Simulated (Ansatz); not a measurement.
C2H8BrNSi2: where a starting geometry ends

The starting geometry of this gas-phase singlet was optimised with GFN2-xTB; its bonds are those of `C=CN([SiH3])[SiH2]Br`.

```xyz
14

C     0.7712    1.7841    1.6988
C    -0.2389    0.9457    1.5294
Br   -3.8248    0.4968   -0.7691
N    -0.8003    0.5647    0.3181
Si   -0.0850    1.1264   -1.1874
Si   -2.1754   -0.4832    0.3219
H     1.1268    2.0080    2.6879
H     1.2684    2.2724    0.8794
H    -0.7055    0.4913    2.3955
H    -0.8011    0.4160   -2.2434
H     1.3207    0.7304   -1.1702
H    -0.2929    2.5685   -1.2799
H    -2.6473   -0.6622    1.6828
H    -1.8953   -1.7129   -0.4020
```

Q: Predict what it relaxes into with r2SCAN-D4/def2-SVP.

A: It keeps its bonds, and is `C=CN([SiH3])[SiH2]Br`.

The energy falls by 0.18 eV over 16 steps:

| step | E − E(last) (eV) |
| --- | --- |
| 1 | 0.182 |
| 3 | 0.032 |
| 4 | 0.018 |
| 6 | 0.008 |
| 8 | 0.004 |
| 9 | 0.002 |
| 11 | 0.001 |
| 13 | 0.000 |
| 14 | 0.000 |
| 16 | 0.000 |

Final geometry (Å):

```xyz
14

C     0.6639    1.9114    1.7045
C    -0.3273    1.0226    1.5247
Br   -4.0533    0.7439   -0.0082
N    -0.7544    0.4775    0.2981
Si    0.0593    0.9759   -1.1985
Si   -2.2056   -0.4934    0.2719
H     0.9158    2.2399    2.7142
H     1.2478    2.3328    0.8803
H    -0.8751    0.6499    2.4008
H    -0.6312    0.2483   -2.2980
H     1.5012    0.6002   -1.1410
H    -0.0513    2.4485   -1.4061
H    -2.3308   -1.1720    1.5876
H    -2.1385   -1.4393   -0.8683
```

No frequencies were run, so the end isn't proven a minimum. Run with Ansatz 0.2.0, 76 s on 2 threads of Intel(R) Xeon(R) Platinum 8375C CPU @ 2.90GHz (Ice Lake) (shared host).
